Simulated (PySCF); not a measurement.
Gas-phase reaction: SnHCl3 + 2 H → SnHCl + 2 HCl

Energies from PySCF, thermal terms from the rigid-rotor harmonic-oscillator model, ideal gas at 1 bar. † marks an energy on the PBE0/def2-TZVP geometry and frequencies. CCSD(T) freezes the core. Open shells (unrestricted): H (multiplicity 2); the rest are closed-shell singlets. Sn: scalar-relativistic def2 core potential, no spin-orbit coupling. SnHCl3, SnHCl: computed as isolated molecules; such fragments, hydroxides, amides, oligomers or adducts are transient or little studied in the gas. CCSD(T) isn't extrapolated to the basis-set limit; its ΔH°(298 K) is -245.0 kJ in def2-SVP and -260.1 kJ in def2-TZVPP. The harmonic model lacks anharmonicity and excited electronic states, which grow with temperature; levels with a mode under 35 cm⁻¹ are left out. Soft modes under 120 cm⁻¹ make the harmonic entropy rough for SnHCl3.

ΔH° and ΔS° at 298 K: CCSD(T)/def2-TZVPP† -260 kJ, 72 J/K; HF/def2-TZVP† -157 kJ, 72 J/K; M06-2X/def2-TZVP† -222 kJ, 72 J/K; PBE/def2-TZVP† -254 kJ, 72 J/K.

**Question.** With the heat capacities included, give log10 K (1 bar) at 500, 1200, 1600, 1800, 2000 K from CCSD(T)/def2-TZVPP†, HF/def2-TZVP†, M06-2X/def2-TZVP†, PBE/def2-TZVP†.

**Answer.** 
```
T (K)  CCSD(T)/def2-TZVPP†  HF/def2-TZVP†  M06-2X/def2-TZVP†  PBE/def2-TZVP†
-----  -------------------  -------------  -----------------  --------------
500                   30.8           20.0               26.8            30.2
1200                  14.2            9.7               12.5            13.9
1600                  11.0            7.6                9.8            10.8
1800                   9.9            6.9                8.8             9.8
2000                   9.1            6.4                8.1             8.9
```
